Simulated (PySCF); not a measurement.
NbCl4, SMILES [Cl][Nb]([Cl])([Cl])[Cl] (connectivity only; charge and spin as stated), neutral, multiplicity 2. Atoms are numbered in the order given.

```xyz
5

Nb     0.0000     0.0000     0.0000
Cl     1.3889    -1.3889     1.1508
Cl    -1.3889     1.3889     1.1508
Cl     1.3889     1.3889    -1.1508
Cl    -1.3889    -1.3889    -1.1508
```
Charge 0, spin multiplicity 2.

The structure is a stationary point at PBE0-D3(BJ)/def2-SVP. The spin state was assumed, not searched. The isomer is the one that the SMILES or the coordinates give; other isomers of the formula were not compared. The def2 effective core potentials stand for the cores of Nb; spin–orbit coupling is left out.

These are PBE0-D3(BJ)/def2-SVP (PySCF 2.14.0) values and carry that method's errors.

Frequencies are harmonic and unscaled.

Modes within 1.5 cm⁻¹ of each other (mostly degenerate sets) share a row, with their intensities summed.

| mode | ν (cm⁻¹) | IR (km/mol) | moving atoms (share of kinetic energy) |
|---|---|---|---|
| 1 | 77 | 0.0 | Cl 100 % |
| 2 | 87 | 6.9 | Cl 69 %, Nb 31 % |
| 3 | 102 | 0.0 | Cl 100 % |
| 4–5 | 109 | 5.8 | Cl 78 %, Nb 22 % |
| 6 | 387 | 0.0 | Cl 100 % |
| 7 | 411 | 86.3 | Cl 70 %, Nb 30 % |
| 8–9 | 441 | 218.5 | Cl 61 %, Nb 39 % |
